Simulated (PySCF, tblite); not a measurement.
Isomers of C2H6O3Si2, one GFN2-xTB conformer each. Single-point energies are computed at PBE0/pcSseg-1 (PySCF, gas phase, no added dispersion term), electronic only.

Task: Rank them by PBE0/pcSseg-1 energy, lowest first (kcal/mol).
A. `[O:1]=[CH:2][C:3](=[O:4])[SiH2:5][SiH2:6][OH:7]` with O1–C2–C3–O4 -121°, C2–C3–Si5–Si6 -81°, C3–Si5–Si6–O7 29°, Si5–Si6–O7–H 22°
B. `O1[SiH2]C(=O)O[Si@@H]1C`

Result: B (0.0), A (92.8).

As drawn, the lower has a C(=O)–O unit, which the higher lacks; the higher has an O–H bond and an Si–Si bond, which the lower lacks. GFN2-xTB itself gives, in the same order: 0.0, 98.7. Both levels put the same isomer lowest.

Task: Which frontier levels, dipoles and rotational constants go with these structures?

Result: 
| SMILES | HOMO (eV, PBE0/pcSseg-1) | LUMO (eV) | dipole (D) | A, B, C (MHz) |
| --- | --- | --- | --- | --- |
| C[Si@@H]1O[SiH2]C(=O)O1 | -7.58 | -0.61 | 3.36 | 2993, 1583, 1167 |
| O=CC(=O)[SiH2][SiH2]O | -7.28 | -2.99 | 2.65 | 2274, 1429, 1119 |

Task: What happens when harmonic zero-point energies from GFN2-xTB frequencies are added?

Result: 
```
                 SMILES  ZPE (kcal/mol)  electronic (kcal/mol)  with ZPE (kcal/mol)
C[Si@@H]1O[SiH2]C(=O)O1            50.1                    0.0                  0.0
  O=CC(=O)[SiH2][SiH2]O            45.5                   92.8                 88.2
```

The zero-point energies span 4.6 kcal/mol. The order is unchanged.
